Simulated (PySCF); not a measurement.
C$_{2}$H$_{2}$F (SMILES C=[C-]F), charge -1, singlet, at a GFN2-xTB geometry, with bond 4-2 at 3.0 times its length; HF/STO-3G in PySCF.

PySCF was given this input:
```python
from pyscf import gto, scf

mol = gto.M(
    atom='''
C     0.02235176    0.64734323   -0.01980650
C     1.14806260   -0.07296494   -0.02704209
F    -1.15423518   -0.30467257    0.03842180
H     1.50648145   -3.36753554    0.06174687
H     2.09809485    0.46693855   -0.06725891
''',
    basis='sto-3g',
    charge=-1,
    verbose=4,
)

mf = scf.RHF(mol)
mf.kernel()
mo_i, mo_e, stable_i, stable_e = mf.stability(internal=True, external=True, return_status=True, nroots=6, tol=1e-6)
print('internally stable:', stable_i, ' externally stable:', stable_e)
if not stable_e:
    umf = mf.to_uhf() if not hasattr(mf, 'xc') else mf.to_uks()
    umf.scf_summary = {}
    umf.kernel(umf.make_rdm1(mo_e, umf.mo_occ))
```

Output, abridged:

```
PySCF version 2.14.0

[INPUT] verbose = 4
[INPUT] num. atoms = 5
[INPUT] num. electrons = 24
[INPUT] charge = -1
[INPUT] spin (= nelec alpha-beta = 2S) = 0
[INPUT] symmetry False subgroup None
[INPUT] Mole.unit = angstrom
[INPUT] Symbol           X                Y                Z      unit          X                Y                Z       unit  Magmom
[INPUT]  1 C      0.022351760000   0.647343230000  -0.019806500000 AA    0.042238704802   1.223301413291  -0.037428860486 Bohr   0.0
[INPUT]  2 C      1.148062600000  -0.072964940000  -0.027042090000 AA    2.169523887856  -0.137883753295  -0.051102143936 Bohr   0.0
[INPUT]  3 F     -1.154235180000  -0.304672570000   0.038421800000 AA   -2.181188373538  -0.575747714967   0.072606679213 Bohr   0.0
[INPUT]  4 H      1.506481450000  -3.367535540000   0.061746870000 AA    2.846837352238  -6.363719885339   0.116684673349 Bohr   0.0
[INPUT]  5 H      2.098094850000   0.466938550000  -0.067258910000 AA    3.964824649860   0.882385976502  -0.127100919337 Bohr   0.0

nuclear repulsion = 54.3260335471089
number of shells = 11
number of NR pGTOs = 51
number of NR cGTOs = 17
basis = sto-3g
ecp = {}

******** <class 'pyscf.scf.hf.RHF'> ********
method = RHF
initial guess = minao
damping factor = 0
level_shift factor = 0
DIIS = <class 'pyscf.scf.diis.CDIIS'>
diis_start_cycle = 1
diis_space = 8
diis_damp = 0
SCF conv_tol = 1e-09
SCF conv_tol_grad = None
SCF max_cycles = 50
direct_scf = True
direct_scf_tol = 1e-13
Set gradient conv threshold to 3.16228e-05
Initial guess from minao.
init E= -173.385753691436
cycle= 1 E= -173.227087682304  delta_E= 0.159  |g|= 0.443  |ddm|=  2.8
cycle= 2 E= -172.893570309109  delta_E= 0.334  |g|= 0.617  |ddm|= 2.79
cycle= 3 E= -173.332751957097  delta_E= -0.439  |g|= 0.16  |ddm|=  2.6
cycle= 4 E= -173.367638781205  delta_E= -0.0349  |g|= 0.0706  |ddm|= 0.649
cycle= 5 E= -173.37157220887  delta_E= -0.00393  |g|= 0.0261  |ddm|= 0.202
cycle= 6 E= -173.37218948339  delta_E= -0.000617  |g|= 0.0163  |ddm|= 0.0942
cycle= 7 E= -173.372530741471  delta_E= -0.000341  |g|= 0.00982  |ddm|= 0.0446
cycle= 8 E= -173.372768668809  delta_E= -0.000238  |g|= 0.00377  |ddm|= 0.0818
cycle= 9 E= -173.372787944669  delta_E= -1.93e-05  |g|= 0.000928  |ddm|= 0.0171
cycle= 10 E= -173.372788901405  delta_E= -9.57e-07  |g|= 0.000209  |ddm|= 0.00347
cycle= 11 E= -173.372788941964  delta_E= -4.06e-08  |g|= 2.19e-05  |ddm|= 0.000735
cycle= 12 E= -173.372788942403  delta_E= -4.39e-10  |g|= 6.37e-06  |ddm|= 6.76e-05
Extra cycle  E= -173.372788942419  delta_E= -1.6e-11  |g|= 4.55e-06  |ddm|= 2.57e-05
converged SCF energy = -173.372788942419
rhf_internal: lowest eigs of H = [0.27617941 0.50207961 0.87344938 1.08415097 1.20287945 1.26190012]
<class 'pyscf.scf.hf.RHF'> wavefunction is stable in the internal stability analysis
rhf_real2complex: lowest eigs of H = [0.01621717 0.02267872 0.16003333 0.20294671 0.2459008  0.267143  ]
<class 'pyscf.scf.hf.RHF'> wavefunction is stable in the real -> complex stability analysis
rhf_external: lowest eigs of H = [-0.31970611 -0.09127223 -0.05841338 -0.00125828  0.10938854  0.178612  ]
<class 'pyscf.scf.hf.RHF'> wavefunction has an RHF/RKS -> UHF/UKS instability
internally stable: True  externally stable: False

******** <class 'pyscf.scf.uhf.UHF'> ********
method = UHF
initial guess = minao
damping factor = 0
level_shift factor = 0
DIIS = <class 'pyscf.scf.diis.CDIIS'>
diis_start_cycle = 1
diis_space = 8
diis_damp = 0
SCF conv_tol = 1e-09
SCF conv_tol_grad = None
SCF max_cycles = 50
direct_scf = True
direct_scf_tol = 1e-13
number electrons alpha = 12  beta = 12
Set gradient conv threshold to 3.16228e-05
init E= -173.349414084136
cycle= 1 E= -173.355233830767  delta_E= -0.00582  |g|= 0.0816  |ddm|= 0.249
cycle= 2 E= -173.382212576556  delta_E= -0.027  |g|= 0.118  |ddm|= 0.396
cycle= 3 E= -173.421915125128  delta_E= -0.0397  |g|= 0.118  |ddm|= 0.279
cycle= 4 E= -173.360460867099  delta_E= 0.0615  |g|= 0.153  |ddm|= 1.13
cycle= 5 E= -173.360922012462  delta_E= -0.000461  |g|= 0.0781  |ddm|= 0.261
cycle= 6 E= -173.356718026283  delta_E= 0.0042  |g|= 0.0221  |ddm|= 0.402
cycle= 7 E= -173.357959439107  delta_E= -0.00124  |g|= 0.0336  |ddm|= 0.0716
cycle= 8 E= -173.357074537312  delta_E= 0.000885  |g|= 0.0135  |ddm|= 0.213
cycle= 9 E= -173.356800552045  delta_E= 0.000274  |g|= 0.00526  |ddm|= 0.0395
cycle= 10 E= -173.356804418309  delta_E= -3.87e-06  |g|= 0.0033  |ddm|= 0.0119
cycle= 11 E= -173.356788954534  delta_E= 1.55e-05  |g|= 0.00363  |ddm|= 0.00434
cycle= 12 E= -173.356763593044  delta_E= 2.54e-05  |g|= 0.00304  |ddm|= 0.00887
cycle= 13 E= -173.356737911988  delta_E= 2.57e-05  |g|= 0.00221  |ddm|= 0.0169
cycle= 14 E= -173.35671493114  delta_E= 2.3e-05  |g|= 0.00229  |ddm|= 0.0127
cycle= 15 E= -173.356726200095  delta_E= -1.13e-05  |g|= 0.00204  |ddm|= 0.00527
cycle= 16 E= -173.356538711968  delta_E= 0.000187  |g|= 0.00184  |ddm|= 0.0769
cycle= 17 E= -173.356380500722  delta_E= 0.000158  |g|= 0.00179  |ddm|= 0.0772
cycle= 18 E= -173.356384200009  delta_E= -3.7e-06  |g|= 0.00178  |ddm|= 0.00197
cycle= 19 E= -173.356385697785  delta_E= -1.5e-06  |g|= 0.00173  |ddm|= 0.00145
cycle= 20 E= -173.35625355854  delta_E= 0.000132  |g|= 0.00206  |ddm|= 0.0763
cycle= 21 E= -173.356313611534  delta_E= -6.01e-05  |g|= 0.0022  |ddm|= 0.0341
cycle= 22 E= -173.356256633059  delta_E= 5.7e-05  |g|= 0.00221  |ddm|= 0.0329
cycle= 23 E= -173.35632676536  delta_E= -7.01e-05  |g|= 0.00185  |ddm|= 0.0421
cycle= 24 E= -173.356287425581  delta_E= 3.93e-05  |g|= 0.00175  |ddm|= 0.0266
cycle= 25 E= -173.355989118163  delta_E= 0.000298  |g|= 0.00258  |ddm|= 0.179
cycle= 26 E= -173.356380654194  delta_E= -0.000392  |g|= 0.00289  |ddm|= 0.24
cycle= 27 E= -173.356944612341  delta_E= -0.000564  |g|= 0.00891  |ddm|= 0.293
cycle= 28 E= -173.356779369245  delta_E= 0.000165  |g|= 0.0116  |ddm|= 0.029
cycle= 29 E= -173.35643111324  delta_E= 0.000348  |g|= 0.00694  |ddm|= 0.19
cycle= 30 E= -173.356196651418  delta_E= 0.000234  |g|= 0.00691  |ddm|= 0.118
cycle= 31 E= -173.356552020119  delta_E= -0.000355  |g|= 0.00836  |ddm|= 0.188
cycle= 32 E= -173.356508722341  delta_E= 4.33e-05  |g|= 0.00501  |ddm|= 0.0694
cycle= 33 E= -173.355894388557  delta_E= 0.000614  |g|= 0.00738  |ddm|= 0.315
cycle= 34 E= -173.356281579588  delta_E= -0.000387  |g|= 0.00257  |ddm|= 0.175
cycle= 35 E= -173.356381003072  delta_E= -9.94e-05  |g|= 0.00199  |ddm|= 0.0521
cycle= 36 E= -173.356220500331  delta_E= 0.000161  |g|= 0.00185  |ddm|=  0.1
cycle= 37 E= -173.356178917732  delta_E= 4.16e-05  |g|= 0.00216  |ddm|= 0.0221
cycle= 38 E= -173.356196588402  delta_E= -1.77e-05  |g|= 0.003  |ddm|= 0.0211
cycle= 39 E= -173.356117447108  delta_E= 7.91e-05  |g|= 0.00225  |ddm|= 0.0614
cycle= 40 E= -173.356097385132  delta_E= 2.01e-05  |g|= 0.00228  |ddm|= 0.0121
cycle= 41 E= -173.356441913524  delta_E= -0.000345  |g|= 0.00256  |ddm|= 0.211
cycle= 42 E= -173.356410080693  delta_E= 3.18e-05  |g|= 0.00261  |ddm|= 0.0193
cycle= 43 E= -173.355128750922  delta_E= 0.00128  |g|= 0.00865  |ddm|= 0.449
cycle= 44 E= -173.356109008075  delta_E= -0.00098  |g|= 0.00216  |ddm|= 0.262
cycle= 45 E= -173.355858400759  delta_E= 0.000251  |g|= 0.00375  |ddm|= 0.114
cycle= 46 E= -173.355960308052  delta_E= -0.000102  |g|= 0.00309  |ddm|= 0.0387
cycle= 47 E= -173.356015794441  delta_E= -5.55e-05  |g|= 0.00284  |ddm|= 0.0264
cycle= 48 E= -173.355685666648  delta_E= 0.00033  |g|= 0.00495  |ddm|= 0.115
cycle= 49 E= -173.356238558578  delta_E= -0.000553  |g|= 0.00184  |ddm|= 0.245
cycle= 50 E= -173.3563128886  delta_E= -7.43e-05  |g|= 0.00215  |ddm|= 0.0483
SCF not converged.
SCF energy = -173.3563128886 after 50 cycles  <S^2> = 0.68375705  2S+1 = 1.9326221
```

Convergence was not reached.
